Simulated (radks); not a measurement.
Values are calculated unless marked as measured or tabulated.
Tm26+, 43 electrons, occupied as [Kr] 4d7. Code: a radial shooting solver on a logarithmic mesh with Libxc functionals. Model: scalar-relativistic Kohn-Sham, PBE, spin-polarised, spherical densities, finite nucleus; open shells are filled with parallel spins first (spin-orbit coupling, left out, can overturn this in heavy ions); Fermi nuclear charge, rms radius 5.2256 fm.

Unscreened Slater integrals over Kohn-Sham orbitals (hartree). They are taken over the spin-up orbitals.

| integral | value |
|---|---|
| F0(4d,4d) | 1.8227 |
| F2(4d,4d) | 0.93422 |
| F4(4d,4d) | 0.63494 |
| F0(4d,4p) | 1.8366 |
| F2(4d,4p) | 0.94792 |
| G1(4d,4p) | 1.1884 |
| G3(4d,4p) | 0.75796 |
| F0(4d,4s) | 1.8683 |
| G2(4d,4s) | 0.93894 |
| F0(4p,4p) | 1.8547 |
| F2(4p,4p) | 0.97284 |
| F0(4p,4s) | 1.8868 |
| G1(4p,4s) | 1.2816 |
| F0(4s,4s) | 1.9217 |

Derived for the open shells (J is the average intra-shell exchange parameter used in DFT+U). 4d: Racah B = F2/49 - 5 F4/441 = 0.01187 hartree, C = 35 F4/441 = 0.05039 hartree, C/B = 4.25, F4/F2 = 0.680, J = (F2 + F4)/14 = 0.1121 hartree.
